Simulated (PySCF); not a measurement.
A mixed set of molecules. Method: TDDFT CAM-B3LYP/def2-SVPD, vertical, gas phase, core orbitals frozen in the response in PySCF 2.14.0, density-fitted response routines. Geometries: GFN2-xTB; one conformer of each isolated species. Triplets are in the Tamm–Dancoff approximation.

**Question.** Rank by computed S1–T1 gap, highest first.
A. `C#C[C@](F)(CC=O)[SiH2]O`
B. `Cn1cccn1`
C. `c1c(C)[nH]cn1`
D. `Cn1ccnc1`
E. `O=[PH]1CC[SiH2]CC1`
F. `C#CP(C=C)C(=O)OC`

**Answer.** B (1.94 eV), D (1.77 eV), C (1.45 eV), F (1.16 eV), A (0.58 eV), E (0.24 eV).

```
                 SMILES  S1−T1 (eV)  S1 (eV)  T1 (eV)    S1 mainly      T1 mainly  f(S1)
               Cn1cccn1        1.94     6.65     4.72  H→L+1 (54%)  H-1→L+1 (51%)  0.122
               Cn1ccnc1        1.77     6.34     4.57    H→L (87%)    H→L+1 (89%)  0.007
            Cc1cnc[nH]1        1.45     5.93     4.47    H→L (96%)    H→L+1 (91%)  0.001
       C#CP(C=C)C(=O)OC        1.16     5.35     4.19  H→L+2 (45%)    H→L+1 (40%)  0.007
C#C[C@](F)(CC=O)[SiH2]O        0.58     4.24     3.66  H-1→L (81%)    H-1→L (79%)  0.001
     O=[PH]1CC[SiH2]CC1        0.24     7.17     6.93    H→L (81%)      H→L (67%)  0.010
```

H and L stand for HOMO and LUMO. For `Cn1cccn1`, `Cn1ccnc1`, `Cc1cnc[nH]1` and `C#CP(C=C)C(=O)OC` the leading configurations of S1 and T1 differ. Singlets come from full response and triplets from the Tamm–Dancoff approximation.
